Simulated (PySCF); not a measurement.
Species: C5H7F3O.
Atom-mapped SMILES: `[CH3:1][CH2:2][CH2:3][C:4](=[O:5])[C:6]([F:7])([F:8])[F:9]` (hydrogens: H10, H11, H12 on C1; H13, H14 on C2; H15, H16 on C3)

Computed with PySCF at CAM-B3LYP/def2-SVPD, non-relativistic, on one gas-phase PBE0-D3(BJ)/def2-SVP geometry that isn't relaxed in the solvent. The solvent is an IEF-PCM continuum (cavity from Bondi-type radii × 1.2), and excitations are vertical TDDFT with non-equilibrium linear response and a frozen core. Only the electrostatic response of the medium enters.

Gas-phase singlets (H = HOMO, L = LUMO):

```
state  E (eV)  λ (nm)      f  leading configurations
   S1   4.376     283  0.000                 H→L 97%
   S2   7.792     159  0.038               H-1→L 92%
   S3   7.870     158  0.002    H-2→L 75%, H-5→L 15%
   S4   7.932     156  0.014    H→L+1 76%, H→L+3 11%
   S5   8.415     147  0.000               H-3→L 77%
```

**Question.** How does the list change in chloroform (ε = 4.711)?

**Answer.** 
```json
{"state": "S1", "E (eV)": "4.452", "λ (nm)": "279", "f": "0.000", "leading configurations": "H→L 97%", "change by rank (eV)": "+0.076"}
{"state": "S2", "E (eV)": "7.515", "λ (nm)": "165", "f": "0.055", "leading configurations": "H-1→L 93%", "change by rank (eV)": "-0.277"}
{"state": "S3", "E (eV)": "7.670", "λ (nm)": "162", "f": "0.002", "leading configurations": "H-2→L 79%, H-5→L 13%", "change by rank (eV)": "-0.200"}
{"state": "S4", "E (eV)": "8.035", "λ (nm)": "154", "f": "0.017", "leading configurations": "H→L+1 80%, H→L+3 12%", "change by rank (eV)": "+0.103"}
{"state": "S5", "E (eV)": "8.254", "λ (nm)": "150", "f": "0.000", "leading configurations": "H-3→L 80%", "change by rank (eV)": "-0.161"}
```

**Question.** Give the list for dimethylsulfoxide (ε = 46.83), n² = 2.19.

**Answer.** 
| state | E (eV) | λ (nm) | f | leading configurations | change by rank (eV) |
| --- | --- | --- | --- | --- | --- |
| S1 | 4.490 | 276 | 0.000 | H→L 96% | +0.114 |
| S2 | 7.431 | 167 | 0.057 | H-1→L 93% | -0.361 |
| S3 | 7.603 | 163 | 0.002 | H-2→L 80%, H-5→L 13% | -0.267 |
| S4 | 8.051 | 154 | 0.019 | H→L+1 82%, H→L+3 11% | +0.119 |
| S5 | 8.207 | 151 | 0.000 | H-3→L 81% | -0.208 |

**Question.** The ground-state energy changes by -0.205 eV from gas to dimethylsulfoxide. By how much does the total energy of gas-phase S1 change?

**Answer.** E(S1) = E(S0) + excitation energy, so it changes by -0.205 + 0.114 = -0.091 eV: it is lowered less than the ground state, which is what a blue shift means. This is the vertical state, with the slow part of the continuum still set for S0.

**Question.** How do the frontier levels move from gas to dimethylsulfoxide?

**Answer.** 
```json
{"orbital": "LUMO+2", "gas (eV)": "1.65", "solvent (eV)": "1.83", "change (eV)": "+0.18"}
{"orbital": "LUMO+1", "gas (eV)": "1.04", "solvent (eV)": "1.31", "change (eV)": "+0.27"}
{"orbital": "LUMO", "gas (eV)": "-0.40", "solvent (eV)": "-0.30", "change (eV)": "+0.10"}
{"orbital": "HOMO", "gas (eV)": "-9.83", "solvent (eV)": "-9.81", "change (eV)": "+0.02"}
{"orbital": "HOMO-1", "gas (eV)": "-11.22", "solvent (eV)": "-10.77", "change (eV)": "+0.45"}
{"orbital": "HOMO-2", "gas (eV)": "-11.63", "solvent (eV)": "-11.20", "change (eV)": "+0.43"}
{"orbital": "HOMO-3", "gas (eV)": "-12.21", "solvent (eV)": "-11.84", "change (eV)": "+0.37"}
```

The HOMO–LUMO gap goes from 9.43 to 9.50 eV. Rows go by rank; for LUMO+1 the atom shares or the degeneracy differ between the runs, so the row needn't follow one orbital.

Conformer computed: `[CH3:1][CH2:2][CH2:3][C:4](=[O:5])[C:6]([F:7])([F:8])[F:9]`: C1–C2–C3–C4 180°, C2–C3–C4–O5 0°, C3–C4–C6–F7 61°.
